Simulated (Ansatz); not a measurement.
Ansatz (a program for electronic structure) input (B2PLYP/def2-TZVPD):

Ansatz 0.2 input:
```yaml
crystal:
  periodic: [false, false, false]
  atoms:
    - {symbol: C, position_ang: [-3.53978944, 0.83099863, -0.46024481]}
    - {symbol: C, position_ang: [-2.14769823, 1.04419551, 0.12683645]}
    - {symbol: C, position_ang: [-1.13447689, 0.00381069, -0.34491823]}
    - {symbol: C, position_ang: [0.26050994, 0.21361773, 0.24050157]}
    - {symbol: C, position_ang: [1.25840749, -0.83257537, -0.24031857]}
    - {symbol: S, position_ang: [2.93529139, -0.66828794, 0.39728863]}
    - {symbol: H, position_ang: [-4.24249016, 1.58754944, -0.10673972]}
    - {symbol: H, position_ang: [-3.51794099, 0.88096137, -1.55157055]}
    - {symbol: H, position_ang: [-3.93750268, -0.14823525, -0.18295312]}
    - {symbol: H, position_ang: [-1.78613880, 2.04283359, -0.13828261]}
    - {symbol: H, position_ang: [-2.20249947, 1.02148919, 1.21989300]}
    - {symbol: H, position_ang: [-1.07795228, 0.02536735, -1.43929191]}
    - {symbol: H, position_ang: [-1.49467536, -0.99686606, -0.07993410]}
    - {symbol: H, position_ang: [0.63001221, 1.20765343, -0.02550035]}
    - {symbol: H, position_ang: [0.21370445, 0.18643879, 1.33250270]}
    - {symbol: H, position_ang: [1.34158026, -0.82958729, -1.33327043]}
    - {symbol: H, position_ang: [0.92752328, -1.84528069, 0.01739052]}
basis:
  gaussian:
    orbitals: def2-TZVPD
hamiltonian:
  xc: {name: B2PLYP}
magnetization: {spin_polarized: true, initial_magnetization: 1}
correlation: {electrons: outside_noble_gas}
```

Output:

```
Functional definition: B2PLYP
integrals: 1.18 GiB planned
2289 factors; integrals over basis functions are off by at most 1.2e-3 eV
0.47 GiB of the device are held for the grids
2.08 GiB of device memory are held for the factors and their scratch space
mean field: 3.67 GiB planned
mean field evaluation 1: about -16175.3356 eV, gradient 4.1e1 eV
mean field evaluation 2: about -16175.3749 eV, gradient 4.1e1 eV
mean field evaluation 4: about -16183.5826 eV, gradient 3.2e0 eV
mean field evaluation 8: about -16183.6444 eV, gradient 3.5e-1 eV
mean field evaluation 16: about -16183.6454 eV, gradient 6.7e-4 eV
mean field evaluation 32: about -16183.6450 eV, gradient 2.3e-1 eV
mean field -16183.64539413 eV, -594.7379985653 hartree, gradient 6.8e-6 eV, S^2 0.757499; 2 other end points of the search recorded, 0 dependent functions left out
10 core orbitals not correlated
reference -16183.64563080 eV, -594.7380072630 hartree; 19, 18 occupied and 301, 302 virtual orbitals, 2289 factors
second order -32.97064167 eV of doubles, -0.00000000 eV of singles
Total energy: -16192.54770405 eV, -595.0651524210 hartree
```

It need not be the lowest isomer of its formula.
